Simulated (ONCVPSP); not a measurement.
**What one change does to a pseudopotential (Re (Z = 75), ONCV)**

ONCVPSP 4.0.1 input, shortened (lines: element, Z, core and valence counts, functional; n l f; lmax; l rc ep ncon nbas qcut; lloc lpopt rc5 dvloc0; l nproj debl; icmod fcfact rcfact), PBEsol, fully relativistic:

```
  Re 75.00   11    3  -116133      upf
    1    0    2.00
    2    0    2.00
    2    1    6.00
    3    0    2.00
    3    1    6.00
    3    2   10.00
    4    0    2.00
    4    1    6.00
    4    2   10.00
    5    0    2.00
    5    1    6.00
    4    3   14.00
    5    2    5.00
    6    0    1.00
    3
    0    2.60    0.00    3    7    2.40
    1    2.45    0.38    4    6    3.70
    2    2.50    0.00    4    9    4.90
    3    1.00    0.00    3    7   14.00
    4    5    0.90   -1.00
    0    2    1.40
    1    1    1.70
    2    3    2.40
    3    3    0.40
    0    0.00    0.00
```

Open shells are filled in proportion to 2j + 1.

In the p channel the program set the typed energies aside and used 0.050 Ha (j = l + 1/2; the other j can differ). In the f channel the program set the typed energies aside and used -1.797, 0.250, 0.650 Ha (j = l + 1/2; the other j can differ).

All-electron outer shells of the reference configuration (PBEsol, scalar-relativistic, ld1.x):

```
shell  level (eV)  outermost node (bohr)  outermost maximum (bohr)
   5p      -54.85                   0.56                      1.06
   4f      -50.12                      –                      0.41
   5d      -12.99                   0.62                      1.41
   6s      -12.73                   1.24                      2.48
```

Change: core correction Teter function, fcfact 2, rcfact 1.6.

Cutoffs: the cutoffs (Ha) at which the residual kinetic energy of the hardest occupied pseudo-wave falls to 1 and 0.1 mHa per electron; they do not see the model core or the augmentation charge, which bear on the density cutoff. Errors are all-electron minus pseudo energies relative to the spin-unpolarised reference configuration.

What does the change do?

Both files keep a bound ghost (p, s); of the 3 tests that both files solve, the error grows in 2 and shrinks in 0 by more than 15 % and 0.3 meV (median size 27.2 → 189.1 meV). A model core, the more so a compact one, raises the density cutoff, which this test does not measure.

```tsv
quantity	base	changed
bound ghosts	s, p3/2, p1/2	s, p3/2, p1/2
GHOST(+) flags under 300 eV	p3/2 at 8.1 eV, p1/2 at 9.9 eV, d5/2 at 181.9 eV, d3/2 at 193.0 eV	p3/2 at 8.1 eV, p1/2 at 9.9 eV, d5/2 at 181.9 eV, d3/2 at 193.0 eV
tests with a reliable result	3 of 4	3 of 4
error for 4f14 5d5 6s0, meV [ΔE 16.35 eV]	+13	-39
error for 4f14 5d4 6s0, meV [ΔE 43.50 eV]	+27	-189
error for 4f13 5d5 6s2, meV [ΔE 42.92 eV]	-1086	-1127
s: phases at 2.65 bohr within 0.05 rad from the reference energy up to (Ha; the scan ends near 5)	2.5	2.5
p3/2: phases at 2.49 bohr within 0.05 rad from the reference energy up to (Ha; the scan ends near 5)	0.2	0.2
p1/2: phases at 2.49 bohr within 0.05 rad from the reference energy up to (Ha; the scan ends near 5)	n/a	n/a
d5/2: phases at 2.54 bohr within 0.05 rad from the reference energy up to (Ha; the scan ends near 5)	to the end of the scan	to the end of the scan
d3/2: phases at 2.54 bohr within 0.05 rad from the reference energy up to (Ha; the scan ends near 5)	to the end of the scan	to the end of the scan
f7/2: phases at 1.02 bohr within 0.05 rad from the reference energy up to (Ha; the scan ends near 5)	to the end of the scan	to the end of the scan
f5/2: phases at 1.02 bohr within 0.05 rad from the reference energy up to (Ha; the scan ends near 5)	to the end of the scan	to the end of the scan
```

 A true bound ghost makes a file unfit for plane-wave use even where its test errors are small: the radial tests pick states by their node count and pass the ghost by.
